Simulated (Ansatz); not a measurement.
Relaxation of ClF2H3W (7 atoms, charge 0, multiplicity 1), to a largest force component of 0.03 eV/Å in at most 50 steps.

Method: RHF/def2-SVP in Ansatz.

```xyz
7
Properties=species:S:1:pos:R:3
W -0.027 -0.176 0.295
F 0.631 -0.207 2.030
H 1.357 0.791 0.289
H -0.068 1.138 -0.699
F -1.800 0.392 0.456
Cl -0.159 -2.389 -0.347
H 0.878 -0.219 -1.085
```

**Question.** Where does it end, and by what steps?

**Answer.** The forces met the threshold. After 4 steps the energy has fallen by 0.035 eV; H3 moved furthest, 0.06 Å.

| step | energy less start (eV) | largest force component (eV/Å) | accepted |
| --- | --- | --- | --- |
| 0 | 0.0000 | 0.731 | yes |
| 1 | 0.0520 | 0.768 | no |
| 2 | 0.0433 | 1.490 | no |
| 3 | -0.0342 | 0.083 | yes |
| 4 | -0.0353 | 0.017 | yes |

```xyz
7
Properties=species:S:1:pos:R:3
W -0.015 -0.170 0.301
F 0.613 -0.224 2.061
H 1.327 0.786 0.235
H -0.063 1.146 -0.690
F -1.789 0.395 0.459
Cl -0.154 -2.381 -0.347
H 0.890 -0.222 -1.079
```

Whether the end is a true minimum wasn't checked by a vibrational analysis.

The run took 21 s on 1 thread of AMD EPYC 7R43 64-Core Processor (Zen 3), with other jobs on the host, peak memory 0.19 GiB.
